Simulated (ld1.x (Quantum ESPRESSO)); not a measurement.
boron: one change to a TM potential, before and after

boron (B), norm-conserving Troullier–Martins (Kleinman–Bylander form), made with ld1.x (Quantum ESPRESSO) 7.5 (LDA (PZ), scalar-relativistic). Core [He], reference 2s2 2p1. Waves: 2s (bound): rc 1.40 bohr; 2p (bound): rc 3.45 bohr; 3d channel at 0.35 Ry: rc 2.60 bohr. Local part: all-electron potential smoothed inside 1.75 bohr (lloc = -1). Core correction: none.

All-electron outer shells of the reference configuration (LDA (PZ), scalar-relativistic, ld1.x):

| shell | level (eV) | outermost node (bohr) | outermost maximum (bohr) |
| --- | --- | --- | --- |
| 1s | -178.66 | – | 0.21 |
| 2s | -9.39 | 0.46 | 1.52 |
| 2p | -3.72 | – | 1.55 |

Change: functional PBE.

Cutoffs: the cutoffs (Ry, on a coarse ladder) from which the occupation-weighted sum of valence levels, in a spherical-Bessel basis at the reference potential, stays within 10 and 1 mRy of its value at 400 Ry; they do not see the model core or the augmentation charge, which bear on the density cutoff. Errors are all-electron minus pseudo energies relative to the spin-unpolarised reference configuration.

Predict the effect on cutoff, ghosts and configuration errors.

The potential gets neither clearly harder nor softer (21 Ry and 50 Ry → 21 Ry and 50 Ry); the number of tests with a reliable result goes from 9 to 7; of the 7 tests that both files solve, the error grows in 2 and shrinks in 0 by more than 15 % and 0.3 meV (median size 57.1 → 70.8 meV); neither file shows a bound ghost.

```csv
quantity,base,changed
"cutoff, loose",21 Ry,21 Ry
"cutoff, tight",50 Ry,50 Ry
bound ghosts,none,none
"error for 2s2 2p0, meV [ΔE 8.33 → 8.22 eV]",+141,+140
"error for 2s1 2p0, meV [ΔE 33.63 → 33.64 eV]",+454,+422
"error for 2s2 2p0.5, meV [ΔE 2.94 → 2.89 eV]",+21,+20
"error for 2s1 2p1, meV [ΔE 14.28 → 14.36 eV]",-57,-71
"error for 2s0 2p3, meV [ΔE 11.40 → 11.72 eV]",-78,-94
"error for 2s1 2p2, meV [ΔE 5.69 → 5.85 eV]",-21,-23
"error for 2s2 2p1.3, meV [ΔE -0.77 → -0.74 eV]",+2.1,+1.9
s: phases at 3.75 bohr within 0.05 rad from the reference energy up to (Ry; the scan ends near 5),3.4,3.4
p: phases at 3.75 bohr within 0.05 rad from the reference energy up to (Ry; the scan ends near 5),0.5,0.5
d: phases at 3.75 bohr within 0.05 rad from the reference energy up to (Ry; the scan ends near 5),2.6,2.6
```
